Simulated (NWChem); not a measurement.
System: ZrN₂H₃Cl; SMILES [NH]=[Zr]([NH2])[Cl]

```xyz
7

Zr    -0.0592     0.1167     0.1425
N     -1.4016     0.9905     0.9744
H     -2.2066     1.3348     1.4915
Cl    -0.1012    -2.2932    -0.0846
N      1.6605     1.0681     0.6560
H      2.6006     0.7086     0.4885
H      1.7423     1.8933     1.2457
```
Atoms are numbered in this order, from 1.

Level: PBE0/def2-SVP with def2 effective core potentials on Zr (NWChem), optimised geometry, unscaled harmonic frequencies. def2 effective core potentials on Zr; no spin-orbit coupling.

```json
[
 {"frequency (cm⁻¹)": "63", "IR intensity (km/mol)": "16.8"},
 {"frequency (cm⁻¹)": "114", "IR intensity (km/mol)": "3.8"},
 {"frequency (cm⁻¹)": "198", "IR intensity (km/mol)": "5.0"},
 {"frequency (cm⁻¹)": "367", "IR intensity (km/mol)": "49.7"},
 {"frequency (cm⁻¹)": "458", "IR intensity (km/mol)": "22.3"},
 {"frequency (cm⁻¹)": "498", "IR intensity (km/mol)": "41.1"},
 {"frequency (cm⁻¹)": "528", "IR intensity (km/mol)": "124.3"},
 {"frequency (cm⁻¹)": "600", "IR intensity (km/mol)": "116.7"},
 {"frequency (cm⁻¹)": "650", "IR intensity (km/mol)": "187.1"},
 {"frequency (cm⁻¹)": "669", "IR intensity (km/mol)": "230.4"},
 {"frequency (cm⁻¹)": "950", "IR intensity (km/mol)": "168.2"},
 {"frequency (cm⁻¹)": "1510", "IR intensity (km/mol)": "30.9"},
 {"frequency (cm⁻¹)": "3552", "IR intensity (km/mol)": "46.9"},
 {"frequency (cm⁻¹)": "3636", "IR intensity (km/mol)": "85.5"},
 {"frequency (cm⁻¹)": "3653", "IR intensity (km/mol)": "30.8"}
]
```

```yaml
zero_point_energy: 24.9 kcal/mol
thermal correction to the enthalpy at 298.15 K (with zero-point energy): 29.5 kcal/mol
heat capacity Cv: 20.4 cal/(mol K)
entropy at 298.15 K and 1 atm (symmetry number 1): 82.3 cal/(mol K)
```

Rigid rotor and harmonic oscillator; modes under 100 cm⁻¹ make the entropy uncertain.
